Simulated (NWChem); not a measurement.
System: TlI; SMILES [I][Tl]

All runs: NWChem. All runs use the structure optimised with PBE0/def2-SVP. def2 effective core potentials on I, Tl; no spin-orbit coupling. Level PBE/def2-TZVP: energy and gradient; each run changes one setting, and changes count from the defaults (medium grid, exact Coulomb integrals, symmetry on).

Task: Which setting moves the energy most, and by about how much (Coulomb fitting, Weigend set; defaults; coarse grid; tight SCF thresholds and tolerances)?

Result: Coulomb fitting, Weigend set, by about 100 μHa.
```tsv
setting	size of the energy change (μHa)	largest change of a gradient component (μHa/bohr)
defaults	< 10	< 30
tight SCF thresholds and tolerances	< 10	< 30
coarse grid	< 10	< 30
Coulomb fitting, Weigend set	100	30
```
